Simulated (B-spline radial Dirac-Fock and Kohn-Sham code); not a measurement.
# Lu⁺ 3d3/2: cross section and angular parameters

System: Lu⁺, [Xe] 4f14 6s2; threshold 1660.3 eV (orbital energy of the model). The computed values come from a radial finite-basis atomic code: Dirac-Hartree-Slater photoionisation with a Latter tail; cross sections with all multipoles, angular parameters from the dipole term and its interference with E2.

Input file task.json (cfg lists n, l and occupation; rrms is the nuclear radius in fm):

```json
{"items": [{
  "Z": 71,
  "q": 1,
  "cfg": [[1, 0, 2], [2, 0, 2], [2, 1, 6], [3, 0, 2], [3, 1, 6], [3, 2, 10], [4, 0, 2], [4, 1, 6], [4, 2, 10], [4, 3, 14], [5, 0, 2], [5, 1, 6], [6, 0, 2]],
  "A": 175,
  "rrms": 5.37,
  "do": "xps",
  "hv": [50.9, 65.6, 79.9, 80, 167.0, 173.0, 175.0, 177.0, 200, 268.0, 271.0, 400, 450.0, 571.0, 600, 966.0, 976.0, 1000.0, 1020.0, 1320.0, 1486.9, 1730.0, 1930.0, 2450.0, 3080.0, 4000, 5080.0, 6600.0, 8047.8, 15000]
}]}
```

Run with: `python xray2_run.py task.json out`

For linearly polarised light dσ/dΩ = σ/(4π) [1 + β P₂(cos θ) + (δ + γ cos²θ) sin θ cos φ], with θ from the polarisation vector and φ the angle between the beam and the projection of the electron momentum on the plane normal to the polarisation.

```tsv
hν (eV)	σ (kb)	β	γ	δ
1730	460	0.421	-0.037	-0.001
1930	?	?	?	?
2450	190	0.961	-0.166	0.019
3080	102	1.159	0.008	0.051
4000	47.4	1.254	0.304	0.078
5080	22.8	1.271	0.615	0.101
6600	9.93	1.243	0.971	0.130
8047.8	5.16	1.198	1.244	0.157
15000	0.590	0.975	2.028	0.290
```

Q: Give the values at 1930 eV.

A: σ = 353 kb, β = 0.534, γ = -0.137, δ = -0.012.
